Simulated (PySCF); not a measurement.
## Atomic charges against the basis set

BH3O3.
Bonds: O1–B2, B2–O3, B2–O4. Hydrogens: H5 on O1; H6 on O3; H7 on O4.

PBE0 throughout (PySCF), one geometry, spherical d and f functions. The structure is a single PBE0-D3(BJ)/def2-SVP conformer in the gas phase; no vibrational or solvent corrections. Atoms taken as equivalent share a column and are averaged.

Mulliken charges (e):

| basis | functions | O1/O3/O4 | B2 | H5/H6/H7 |
| --- | --- | --- | --- | --- |
| STO-3G | 23 | -0.349 | +0.396 | +0.217 |
| 6-31G | 42 | -0.620 | +0.674 | +0.395 |
| pcSseg-0 | 42 | -0.655 | +0.791 | +0.391 |
| 6-31G* | 62 | -0.613 | +0.557 | +0.427 |
| def2-SVP | 71 | -0.186 | -0.007 | +0.188 |
| cc-pVDZ | 71 | -0.152 | -0.012 | +0.157 |
| pcSseg-1 | 83 | -0.433 | +0.558 | +0.247 |
| aug-cc-pVDZ | 119 | -0.391 | +0.717 | +0.152 |
| 6-311+G(2d,p) | 126 | -0.761 | +1.366 | +0.305 |
| def2-TZVP | 142 | -0.446 | +0.342 | +0.332 |
| cc-pVTZ | 162 | -0.277 | +0.180 | +0.217 |
| IGLO-III | 170 | -0.568 | +0.814 | +0.297 |

IAO charges (e):

```csv
basis,functions,O1/O3/O4,B2,H5/H6/H7
STO-3G,23,-0.406,+0.428,+0.264
6-31G,42,-0.559,+0.584,+0.364
pcSseg-0,42,-0.536,+0.552,+0.352
6-31G*,62,-0.577,+0.643,+0.363
def2-SVP,71,-0.567,+0.612,+0.363
cc-pVDZ,71,-0.572,+0.619,+0.366
pcSseg-1,83,-0.578,+0.628,+0.368
aug-cc-pVDZ,119,-0.594,+0.640,+0.381
"6-311+G(2d,p)",126,-0.596,+0.647,+0.381
def2-TZVP,142,-0.596,+0.653,+0.378
cc-pVTZ,162,-0.595,+0.650,+0.378
IGLO-III,170,-0.598,+0.652,+0.381
```

Hirshfeld charges (e):

```csv
basis,functions,O1/O3/O4,B2,H5/H6/H7
STO-3G,23,-0.213,+0.214,+0.141
6-31G,42,-0.273,+0.267,+0.184
pcSseg-0,42,-0.278,+0.272,+0.187
6-31G*,62,-0.271,+0.267,+0.182
def2-SVP,71,-0.273,+0.279,+0.180
cc-pVDZ,71,-0.267,+0.267,+0.178
pcSseg-1,83,-0.279,+0.299,+0.179
aug-cc-pVDZ,119,-0.272,+0.296,+0.174
"6-311+G(2d,p)",126,-0.276,+0.300,+0.176
def2-TZVP,142,-0.277,+0.296,+0.178
cc-pVTZ,162,-0.275,+0.295,+0.177
IGLO-III,170,-0.276,+0.301,+0.175
```

Some averages cover members that differ in this geometry, most widely: O1/O3/O4, Mulliken in def2-SVP -0.252 to -0.153; O1/O3/O4, Mulliken in cc-pVDZ -0.215 to -0.121; O1/O3/O4, Mulliken in pcSseg-1 -0.495 to -0.402; O1/O3/O4, Mulliken in 6-31G* -0.665 to -0.587 e.

Task: Which scheme is steadiest as the basis changes?

Result: Largest range over the bases for any column: Hirshfeld 0.09 e, IAO 0.23 e, Mulliken 1.38 e. Hirshfeld charges move least and Mulliken charges most, counted in e. Without the minimal STO-3G basis the ranges are Hirshfeld 0.03, IAO 0.10, Mulliken 1.38 e.

Task: How much do the charges still move between the two largest bases, cc-pVTZ and IGLO-III?

Result: At most, over all atoms: Mulliken 0.634 e, IAO 0.004 e, Hirshfeld 0.006 e.

Task: What do the same runs give for the total energy, the frontier levels and the dipole moment?

Result: 
```json
{"basis": "STO-3G", "energy (Eh)": "-248.7317", "HOMO (eV)": "-4.37", "LUMO (eV)": "5.64", "μ (D)": "2.27"}
{"basis": "6-31G", "energy (Eh)": "-252.0961", "HOMO (eV)": "-8.79", "LUMO (eV)": "1.39", "μ (D)": "3.62"}
{"basis": "pcSseg-0", "energy (Eh)": "-251.5900", "HOMO (eV)": "-8.81", "LUMO (eV)": "1.14", "μ (D)": "3.65"}
{"basis": "6-31G*", "energy (Eh)": "-252.1788", "HOMO (eV)": "-8.54", "LUMO (eV)": "1.83", "μ (D)": "2.99"}
{"basis": "def2-SVP", "energy (Eh)": "-252.0142", "HOMO (eV)": "-8.69", "LUMO (eV)": "1.18", "μ (D)": "2.92"}
{"basis": "cc-pVDZ", "energy (Eh)": "-252.2158", "HOMO (eV)": "-8.54", "LUMO (eV)": "1.32", "μ (D)": "2.78"}
{"basis": "pcSseg-1", "energy (Eh)": "-252.1829", "HOMO (eV)": "-8.94", "LUMO (eV)": "0.78", "μ (D)": "2.99"}
{"basis": "aug-cc-pVDZ", "energy (Eh)": "-252.2470", "HOMO (eV)": "-9.06", "LUMO (eV)": "-0.56", "μ (D)": "2.69"}
{"basis": "6-311+G(2d,p)", "energy (Eh)": "-252.2952", "HOMO (eV)": "-9.08", "LUMO (eV)": "-0.43", "μ (D)": "2.82"}
{"basis": "def2-TZVP", "energy (Eh)": "-252.3158", "HOMO (eV)": "-9.00", "LUMO (eV)": "0.28", "μ (D)": "2.82"}
{"basis": "cc-pVTZ", "energy (Eh)": "-252.3073", "HOMO (eV)": "-8.91", "LUMO (eV)": "0.65", "μ (D)": "2.74"}
{"basis": "IGLO-III", "energy (Eh)": "-252.3250", "HOMO (eV)": "-9.04", "LUMO (eV)": "0.08", "μ (D)": "2.74"}
```

The dipole is fixed by the density alone, so its range of 1.38 D shows that the density itself changes with the basis, not only its division among atoms.
